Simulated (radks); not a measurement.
Task: Spherical quantum dot in the effective-mass picture: electrons in a parabolic well V = omega^2 r^2 / 2 with omega = 0.234, with a point charge +2 (a donor) at the centre, all in effective atomic units (hartree* = m*/eps^2 hartree, bohr* = eps/m* bohr), one dielectric constant everywhere. Method: non-relativistic Kohn-Sham, LDA (Slater exchange, Perdew-Wang correlation), spin-polarised, spherical densities; computed with a radial shooting solver with Libxc functionals. Levels are named by radial order and angular momentum (1s, 1p, 1d, 2s, ...), and open shells are averaged over m. At N = 6 the configuration is 1s2 1p(up 3, down 0) 2s(up 1, down 0). Does electron 7 go into 1d up or 1p down or 2s down?

Result: Into 2s down. The total energies of the other choices lie higher by 0.0336 hartree* (1p down), 0.142 hartree* (1d up).
